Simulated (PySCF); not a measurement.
Species: C4H10OSi2.
SMILES: `[SiH3]O[SiH]1CC=CC1`

Jobs on this species (17 atoms, 70 electrons) with PySCF (density fitting). Hardware of each: Intel Xeon Platinum 8259CL at 2.50 GHz, one thread, shared host. The host was shared with other jobs, so the times are rough. Peak memory is the resident size of the whole Python process, interpreter and libraries included.

```
                                 level and settings                                                              work  basis functions  SCF cycles  wall time  peak memory
             PBE0/pcSseg-1, IEF-PCM dichloromethane                                shieldings, ring-centre shieldings              183           ?          ?            ?
                 PBE0-D3(BJ)/def2-SVP, grid level 1      geometry optimisation from a GFN2-xTB start shaken at random              156          97    3.4 min     0.65 GiB
           B3LYP/def2-SVPD, IEF-PCM dichloromethane                          6 singlets by full TDDFT, polarisability              231          13       50 s      1.0 GiB
                   B3LYP/def2-SVPD, IEF-PCM benzene                          6 singlets by full TDDFT, polarisability              231          13       50 s      1.0 GiB
                                    B3LYP/def2-SVPD  6 singlets by full TDDFT, polarisability, dynamic polarisability              231          14       63 s      1.0 GiB
                     PBE0/pcSseg-1, IEF-PCM benzene   shieldings, ring-centre shieldings, charges and field gradients              183          13       45 s     0.98 GiB
BHandHLYP/aug-pcX-1 (pcseg-1 on H, def2-SVPD on Si)                                              K-edge TDA, 28 lines              263          12       48 s      1.2 GiB
```

Problem. Fill in the missing figures.

Solution. 
- PBE0/pcSseg-1, IEF-PCM dichloromethane; shieldings, ring-centre shieldings: 40 s, 0.98 GiB, 13 SCF cycles

Problem. What do all jobs in the table cost together?

Solution. About 8.3 min; the longest takes about 41 % of that, and about 5.1 times as long as the shortest.
